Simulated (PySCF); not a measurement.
PySCF input file for 2-methylidene-3H-selenophene (C₅H₆Se), SMILES C=C1CC=C[Se]1, PBE-D3(BJ)/def2-SVP. Geometry optimised at PBE-D3(BJ)/def2-SVP. Other conformers were not sampled.

```python
import numpy as np
from pyscf import gto, scf, dft, df
from pyscf.hessian import thermo

mol = gto.M(
    atom='''
    C     0.84280644    2.22857895    0.00000000
    C     0.06963480    1.12516760   -0.00000000
    C    -1.45406687    1.09524034   -0.00000000
    C    -1.94863611   -0.32508571   -0.00000000
    C    -1.01623636   -1.29758682    0.00000000
    Se    0.78333777   -0.66869514   -0.00000000
    H     1.94144991    2.18081995   -0.00000000
    H     0.38029324    3.22856685   -0.00000000
    H    -1.84222739    1.64746867   -0.88633759
    H    -1.84222739    1.64746868    0.88633759
    H    -3.02724265   -0.54624683    0.00000001
    H    -1.20454124   -2.38032864    0.00000000
    ''',
    basis='def2-SVP',
    charge=0,
    spin=0,
    max_memory=1600,
    verbose=3,
)
mf = dft.RKS(mol, xc='pbe').density_fit(auxbasis='def2-universal-jkfit')
mf.disp = 'd3bj'
mf.grids.level = 3
mf.conv_tol = 1e-11
mf.max_cycle = 100
mf.kernel()

# [left out here: the lines that compute and print the analytic Hessian (its translational invariance restored by hand, since the grid's response is missing), thermochemistry and intensities]
```

Program output:

```
[...]
       3   C                -0.14 -0.04 -0.00   -0.00 -0.00 -0.01   -0.00 -0.04  0.00
       4   C                 0.08  0.17 -0.00    0.00  0.00 -0.00   -0.00 -0.06  0.00
       5  Se                -0.01 -0.01  0.00    0.00 -0.00 -0.00    0.00  0.00 -0.00
       6   H                 0.04  0.11  0.00    0.00  0.00  0.65    0.11  0.44 -0.00
       7   H                -0.04 -0.01 -0.00   -0.00 -0.00  0.54   -0.31 -0.20 -0.00
       8   H                 0.04 -0.03  0.00    0.06 -0.03 -0.02   -0.12  0.10 -0.01
       9   H                 0.04 -0.03 -0.00   -0.06  0.03 -0.02   -0.12  0.10  0.01
      10   H                -0.10 -0.19  0.00   -0.00 -0.00  0.02    0.03 -0.21  0.00
      11   H                 0.30  0.13  0.00    0.00 -0.00  0.03   -0.01 -0.06 -0.00
Mode                                12                  13                  14
Irrep
Freq [cm^-1]                      883.5754            898.8941            966.6279
Reduced mass [au]                   1.2192              1.9379              1.7416
Force const [Dyne/A]                0.5608              0.9226              0.9588
Char temp [K]                    1271.2683           1293.3085           1390.7624
Normal mode                   x     y     z       x     y     z       x     y     z
       0   C                -0.00  0.00  0.01   -0.00 -0.00  0.02    0.05 -0.01 -0.00
       1   C                 0.00  0.00 -0.03   -0.00 -0.00 -0.08    0.01 -0.00  0.00
       2   C                -0.00  0.00  0.07   -0.00 -0.00  0.15   -0.05 -0.13 -0.00
       3   C                 0.00  0.00  0.04    0.00  0.00 -0.11    0.08  0.08  0.00
       4   C                -0.00 -0.00 -0.09    0.00  0.00  0.03   -0.01  0.06 -0.00
       5  Se                 0.00  0.00 -0.00   -0.00  0.00  0.00   -0.00  0.00 -0.00
       6   H                -0.00 -0.00  0.03   -0.00 -0.00  0.08    0.06  0.18 -0.00
       7   H                 0.00 -0.00 -0.08    0.00  0.00 -0.16   -0.12 -0.09  0.00
       8   H                 0.07 -0.16 -0.06    0.25 -0.28 -0.14   -0.28 -0.28  0.00
       9   H                -0.07  0.16 -0.06   -0.25  0.28 -0.14   -0.28 -0.28 -0.00
      10   H                 0.00 -0.00 -0.50    0.00  0.00  0.34    0.06  0.20  0.00
      11   H                -0.00 -0.00  0.69   -0.00  0.00 -0.08   -0.32  0.12  0.00
Mode                                15                  16                  17
Irrep
Freq [cm^-1]                     1056.7654           1121.8195           1129.1906
Reduced mass [au]                   1.0811              2.3309              1.0936
Force const [Dyne/A]                0.7113              1.7283              0.8216
Char temp [K]                    1520.4501           1614.0485           1624.6538
Normal mode                   x     y     z       x     y     z       x     y     z
       0   C                -0.02  0.03 -0.00    0.06 -0.06 -0.00   -0.00  0.00 -0.01
       1   C                 0.04 -0.03 -0.00   -0.14  0.12  0.00    0.00 -0.00  0.05
       2   C                -0.01 -0.01 -0.00    0.08 -0.03  0.00   -0.00  0.00  0.01
       3   C                 0.02 -0.02  0.00   -0.03 -0.04 -0.00    0.00  0.00 -0.07
       4   C                -0.00  0.03 -0.00    0.03  0.01  0.00   -0.00 -0.00  0.00
       5  Se                -0.00  0.00  0.00    0.00 -0.00  0.00   -0.00  0.00 -0.00
       6   H                -0.02 -0.11 -0.00    0.06  0.26 -0.00   -0.00 -0.00 -0.04
       7   H                 0.14  0.11  0.00   -0.30 -0.23  0.00    0.00  0.00  0.04
       8   H                 0.13  0.07 -0.01    0.20  0.07  0.01   -0.55 -0.39 -0.00
       9   H                 0.13  0.07  0.01    0.20  0.07 -0.01    0.55  0.39 -0.00
      10   H                 0.14 -0.61  0.00   -0.03 -0.03  0.00    0.00 -0.00  0.07
      11   H                -0.65  0.14 -0.00   -0.25  0.06  0.00    0.00 -0.00  0.06
Mode                                18                  19                  20
Irrep
Freq [cm^-1]                     1239.3311           1274.0087           1361.2397
Reduced mass [au]                   1.4591              1.8989              1.1754
Force const [Dyne/A]                1.3204              1.8159              1.2832
Char temp [K]                    1783.1215           1833.0148           1958.5208
Normal mode                   x     y     z       x     y     z       x     y     z
       0   C                -0.01 -0.03  0.00    0.03  0.00 -0.00    0.01  0.03 -0.00
       1   C                -0.02  0.04 -0.00   -0.04  0.01  0.00    0.07  0.07  0.00
       2   C                 0.12  0.05  0.00   -0.08 -0.10 -0.00   -0.05 -0.02 -0.00
       3   C                -0.00  0.02 -0.00    0.07  0.11  0.00    0.01  0.01 -0.00
       4   C                -0.08  0.02 -0.00   -0.09 -0.01  0.00   -0.00 -0.01  0.00
       5  Se                 0.00 -0.00  0.00    0.00 -0.00 -0.00   -0.00 -0.00 -0.00
       6   H                -0.01 -0.08  0.00    0.03  0.14 -0.00   -0.03 -0.66  0.00
       7   H                -0.12 -0.09 -0.00    0.03  0.01  0.00   -0.57 -0.26 -0.00
       8   H                -0.29 -0.23  0.01    0.28  0.10 -0.02    0.06  0.05 -0.00
       9   H                -0.29 -0.23 -0.01    0.28  0.10  0.02    0.06  0.05  0.00
      10   H                 0.11 -0.53  0.00    0.16 -0.30  0.00    0.00  0.03  0.00
      11   H                 0.24 -0.03 -0.00    0.40 -0.09  0.00    0.01 -0.01 -0.00
Mode                                21                  22                  23
Irrep
Freq [cm^-1]                     1364.3503           1611.9586           1642.8333
Reduced mass [au]                   1.0920              6.9428              6.5744
Force const [Dyne/A]                1.1976             10.6290             10.4543
Char temp [K]                    1962.9964           2319.2495           2363.6714
Normal mode                   x     y     z       x     y     z       x     y     z
       0   C                -0.00 -0.00 -0.00   -0.03 -0.05 -0.00   -0.10 -0.14 -0.00
       1   C                 0.00 -0.00 -0.00    0.04  0.05  0.00    0.13  0.15  0.00
       2   C                 0.04 -0.07  0.00   -0.02  0.02  0.00   -0.02 -0.02 -0.00
       3   C                 0.00  0.01  0.00    0.11 -0.17 -0.00   -0.04  0.05 -0.00
       4   C                 0.00 -0.01  0.00   -0.13  0.12  0.00    0.04 -0.04  0.00
       5  Se                -0.00  0.00 -0.00    0.00 -0.00 -0.00   -0.00 -0.00  0.00
       6   H                -0.00  0.00  0.00   -0.04  0.04  0.00   -0.11  0.15  0.00
       7   H                 0.00  0.00 -0.00    0.06 -0.01 -0.00    0.19 -0.03 -0.00
       8   H                -0.28  0.44  0.43    0.03  0.08  0.02    0.01 -0.01 -0.01
       9   H                -0.28  0.44 -0.43    0.03  0.08 -0.02    0.01 -0.01  0.01
      10   H                 0.01 -0.04 -0.00    0.07  0.15  0.00   -0.02 -0.05  0.00
      11   H                 0.01 -0.01 -0.00    0.07  0.11  0.00   -0.03 -0.04 -0.00
Mode                                24                  25                  26
Irrep
Freq [cm^-1]                     2946.8461           2981.6288           3077.2374
Reduced mass [au]                   1.0615              1.1026              1.0606
Force const [Dyne/A]                5.4309              5.7751              5.9175
Char temp [K]                    4239.8554           4289.9000           4427.4595
Normal mode                   x     y     z       x     y     z       x     y     z
       0   C                -0.00 -0.00 -0.00   -0.00 -0.00  0.00    0.03  0.06 -0.00
       1   C                 0.00 -0.00 -0.00    0.00  0.00 -0.00   -0.01 -0.01  0.00
       2   C                -0.04  0.06  0.00   -0.00  0.00 -0.09   -0.00  0.00 -0.00
       3   C                 0.00  0.00  0.00   -0.00 -0.00 -0.00   -0.00 -0.00 -0.00
       4   C                 0.00 -0.00 -0.00    0.00 -0.00 -0.00   -0.00 -0.00  0.00
       5  Se                 0.00 -0.00  0.00    0.00  0.00 -0.00    0.00 -0.00 -0.00
       6   H                 0.01 -0.00 -0.00    0.00 -0.00  0.00   -0.60  0.04  0.00
       7   H                -0.01  0.01  0.00   -0.00  0.00 -0.00    0.33 -0.69 -0.00
       8   H                 0.23 -0.33  0.56    0.23 -0.34  0.53    0.00 -0.00  0.01
       9   H                 0.23 -0.33 -0.56   -0.23  0.34  0.53    0.00 -0.00 -0.01
      10   H                -0.02 -0.00 -0.00    0.00  0.00  0.00    0.00  0.00  0.00
      11   H                -0.00 -0.01  0.00    0.00  0.00 -0.00    0.00  0.00 -0.00
Mode                                27                  28                  29
Irrep
Freq [cm^-1]                     3120.6433           3161.8749           3175.6914
Reduced mass [au]                   1.0885              1.1004              1.1170
Force const [Dyne/A]                6.2454              6.4815              6.6374
Char temp [K]                    4489.9109           4549.2341           4569.1129
Normal mode                   x     y     z       x     y     z       x     y     z
       0   C                -0.00 -0.00 -0.00    0.00  0.00  0.00   -0.08  0.05  0.00
       1   C                 0.00 -0.00  0.00   -0.00 -0.00 -0.00   -0.00  0.00  0.00
       2   C                -0.00  0.00  0.00    0.00 -0.00 -0.00    0.00 -0.00  0.00
       3   C                -0.08 -0.01 -0.00    0.03 -0.00  0.00    0.00  0.00  0.00
       4   C                 0.01  0.02  0.00    0.01  0.08 -0.00   -0.00  0.00  0.00
       5  Se                 0.00  0.00 -0.00   -0.00 -0.00  0.00    0.00 -0.00 -0.00
       6   H                -0.00 -0.00  0.00   -0.00  0.00 -0.00    0.74 -0.03  0.00
       7   H                -0.00  0.00 -0.00    0.00 -0.00  0.00    0.24 -0.53 -0.00
       8   H                 0.00 -0.01  0.01   -0.00  0.00 -0.00    0.00  0.00 -0.00
       9   H                 0.00 -0.01 -0.01   -0.00  0.00  0.00    0.00  0.00  0.00
      10   H                 0.90  0.19  0.00   -0.24 -0.05 -0.00    0.00 -0.00 -0.00
      11   H                -0.04 -0.25 -0.00   -0.15 -0.90 -0.00    0.00 -0.00  0.00
temperature 298.1500 [K]
pressure 101325.00 [Pa]
Rotational constants [GHz] 3.20481 2.84353 1.52105
Symmetry number 1
Zero-point energy (ZPE) 0.08974 [Eh]   235602.352 [J/mol]
                           tot       elec      trans        rot        vib
Entropy [J/mol/K]       337.725      0.000    170.820    115.232     51.673
Cv [J/mol/K]             96.350      0.000     12.472     12.472     71.407
Cp [J/mol/K]            104.665      0.000     20.786     12.472     71.407
Internal energy [J/mol]                      3718.434   3718.434 244398.719
Internal energy [Eh]   -2594.51632  -2594.61224
Enthalpy [J/mol]                             6197.391   3718.434 244398.719
Enthalpy [Eh]          -2594.51538
Gibbs free energy [J/mol]                  -44732.731 -30638.107 228992.547
Gibbs free energy [Eh] -2594.55373
mode   freq/cm-1   IR/(km/mol)
   1       49.14         0.389
   2      292.82         0.028
   3      358.60         4.090
   4      409.36         3.343
   5      430.76        10.177
   6      529.82         6.119
   7      609.93         5.461
   8      628.05        29.557
   9      638.67        14.519
  10      744.75        12.720
  11      814.52        39.499
  12      868.71         1.242
  13      883.58         1.183
  14      898.89         0.847
  15      966.63         7.717
  16     1056.77         3.117
  17     1121.82        13.575
  18     1129.19         0.603
  19     1239.33         6.931
  20     1274.01         6.218
  21     1361.24         1.378
  22     1364.35         4.796
  23     1611.96         4.410
  24     1642.83        62.443
  25     2946.85        11.482
  26     2981.63         4.841
  27     3077.24         1.187
  28     3120.64         1.562
  29     3161.87         2.736
  30     3175.69         2.044
max |gradient| / (hartree/bohr): 3.153232240151347e-05
APT charges: [-0.2628  0.2215  0.0103 -0.1203  0.0892 -0.1185  0.0469  0.0343  0.0007
  0.0007  0.0445  0.0537]
```

The calculation finished and met its thresholds.
